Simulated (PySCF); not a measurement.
Gas-phase equilibrium of 1 mol NO, 0.14 mol O2 at 1200 K and 0.00100 bar, among 8 species (O2, N2, O, NO, O3, N, N2O, NO2). Only gases are allowed; each row takes one source of thermochemistry for all species, and Cantera finds the minimum.

Energies from PySCF, thermal terms from the rigid-rotor harmonic-oscillator model, ideal gas at 1 bar. Table values come from the NASA 1993 polynomials. † marks an energy on the PBE0/def2-TZVP geometry and frequencies. MP2 and CCSD(T) freeze the core. Open shells (unrestricted) among the columns below: O2 (multiplicity 3), NO (multiplicity 2, electronic degeneracy 4), NO2 (multiplicity 2); the rest are closed-shell singlets. Spin-orbit splitting is ignored; it lowers the true energy and changes the entropy of NO. MP2 isn't extrapolated to the basis-set limit. CCSD(T) isn't extrapolated to the basis-set limit. The harmonic model lacks anharmonicity and excited electronic states, which grow with temperature; levels with a mode under 35 cm⁻¹ are left out.

Molecules larger than those listed are left out. Table species left out: NO3.

Mole fractions:

```tsv
thermochemistry	x O2	x N2	x NO2	x NO	x N2O
table	0.56	0.44	2.1e-7	0.00024	3.9e-10
CCSD(T)/def2-SVP†	0.56	0.44	4.8e-8	0.00036	8.9e-11
MP2/def2-TZVPP†	0.56	0.44	5.1e-7	7.6e-5	3.3e-9
PBE0/def2-SVP†	0.56	0.44	2.9e-6	0.00042	1.3e-8
r2SCAN/def2-TZVP†	0.56	0.44	2.5e-6	0.00018	1.2e-8
LDA/def2-TZVP†	0.56	0.44	0.0024	0.00021	1.3e-5
ωB97X-V/def2-TZVP†	0.56	0.44	1.3e-7	0.00030	2.2e-10
```
The most sensitive of these is N2O: it spans a factor of 10^5.2 over these rows; at this temperature one factor of ten is RT ln 10 = 23 kJ/mol.
